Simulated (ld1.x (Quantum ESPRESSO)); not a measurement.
platinum (Pt), RRKJ: configuration errors across variants

ld1.x (Quantum ESPRESSO) 7.5 input, shortened:

```
&input
   title='Pt', zed=78., rel=1, dft='PZ', iswitch=3,
   config='[Xe] 4f14 5d9 6s1 6p0'
 /
 &inputp
   pseudotype=2, tm=.false., rho0=0.001, lloc=0,
   nlcc=.false.
 /
3
5P  2  1   6.00   0.00  1.60  1.60  0.0
5D  3  2   9.00   0.00  1.75  1.75  0.0
6S  1  0   1.00   0.00  2.00  2.00  0.0
 &test
   configts(1)='5p6 5d9 6s1 6p0'
 /
```

All-electron excitation energies from the reference (eV): (1) 5p6 5d9 6s0 6p0 9.545; (2) 5p6 5d8 6s0 6p0 29.804; (3) 5p6 5d7 6s0 6p0 62.315; (4) 5p6 5d9 6s0 6p1 5.185; (5) 5p6 5d10 6s0 6p0 0.054; (6) 5p6 5d9 6s0.5 6p0 3.860; (7) 5p6 5d9.5 6s0.5 6p0 -0.086; (8) 5p6 5d9 6s1 6p0 spin -0.379; (9) 5p6 5d9 6s0 6p0 spin 9.416.

Spin tests fill each open shell by Hund’s rule, majority spin first.

6 further variants failed, have other tests or another functional or relativity, and are left out.

Errors AE − PS in meV (a dash: test not solved or not reliable):

| change | (1) | (2) | (3) | (4) | (5) | (6) | (7) | (8) | (9) | bound ghosts |
| --- | --- | --- | --- | --- | --- | --- | --- | --- | --- | --- |
| base | -10 | -38 | -159 | -470 | -32 | -2.8 | -9.4 | +28 | +9.6 | none |
| wave 6s (bound): rc 2.00 bohr becomes 6s (bound): rc 2.38 bohr | -12 | -41 | -167 | -492 | -37 | -3.2 | -11 | +28 | +7.7 | none |
| core correction a·sin(br)/r model core inside 1.50 bohr | -11 | -42 | -174 | -471 | -33 | -2.9 | -9.7 | +19 | +1.8 | none |
| wave 5p (bound): rc 1.60 bohr becomes 5p (bound): rc 1.42 bohr | -11 | -38 | -160 | -474 | -33 | -2.9 | -9.6 | +27 | +8.8 | none |
| wave 6s (bound): rc 2.00 bohr becomes 6s (bound): rc 1.58 bohr | +0.3 | -21 | -105 | -311 | -9.8 | -0.4 | -2.0 | +28 | +20 | none |

Task: Give the same row for: all radii scaled by about 0.80 (s 1.60, p 1.28, d 1.40 bohr).

Result: +10, -11, -99, -311, -0.3, +1.0, +1.2, +34, +30; bound ghosts: none.
